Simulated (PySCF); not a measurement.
SnBr, SMILES [Br][Sn] (connectivity only; charge and spin as stated), neutral, multiplicity 2.

Geometry: B3LYP-D3(BJ)/def2-TZVP. The spin state was assumed, not searched. The def2 effective core potentials stand for the cores of Sn; spin–orbit coupling is left out.

The numbers are results of PBE/def2-TZVPD in PySCF, not measurements.

Gas-phase values at a fixed geometry.

Question: Estimate the frontier levels, dipole moment. (The exact figures need the calculation; the answer reports its results.)

Answer: 
```
Property                                                          Result
-----------------------------------------------  -----------------------
α spin, highest occupied and lowest empty level       -4.06 and -3.95 eV
β spin, highest occupied and lowest empty level       -7.06 and -3.64 eV
dipole moment                                                     2.43 D
⟨S²⟩                                             0.753 (pure state 0.75)
```
